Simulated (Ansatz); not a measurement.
ClMg, charge +1, singlet, at a GFN2-xTB geometry (such geometries of metal compounds can be far from the true shape), atoms displaced at random by about 0.08 Å a coordinate; HF/def2-SVP, gradient in Ansatz (a program for electronic structure).

The Ansatz input:
Ansatz 0.2 input:
```yaml
crystal:
  periodic: [false, false, false]
  atoms:
    - {symbol: Mg, position_ang: [0.01301037, -0.06621903, -1.11850853]}
    - {symbol: Cl, position_ang: [0.02309002, -0.12743049, 0.89411056]}
basis:
  gaussian:
    orbitals: def2-SVP
hamiltonian:
  xc: hf
total_charge: 1
output: {forces: true}
```

The log (banner, timings and long lists left out):

```
Functional definition: HF
307 factors; integrals over basis functions are off by at most 2.7e-4 eV
mean field evaluation 1: about -17920.5536 eV, gradient 3.1e1 eV
mean field evaluation 2: about -17920.5669 eV, gradient 3.1e1 eV
mean field evaluation 4: about -17923.4441 eV, gradient 6.3e-1 eV
mean field evaluation 8: about -17923.4500 eV, gradient 1.0e-3 eV
mean field -17923.45003927 eV, -658.6746399922 hartree, gradient 2.3e-5 eV, S^2 0.000000; 0 other end points of the search recorded, 0 dependent functions left out
the calculation of the forces begins
reference -17923.45003927 eV, -658.6746399922 hartree; 14, 14 occupied and 22, 22 virtual orbitals, 307 factors
Total energy: -17923.45003927 eV, -658.6746399922 hartree
Atom 0 at     0.013010    -0.066219    -1.118509 Å, force    -0.014158     0.085979    -2.826968 eV/Å
Atom 1 at     0.023090    -0.127430     0.894111 Å, force     0.014158    -0.085979     2.826968 eV/Å
Dipole moment:    -0.011288     0.068549    -2.253878 e Å
```
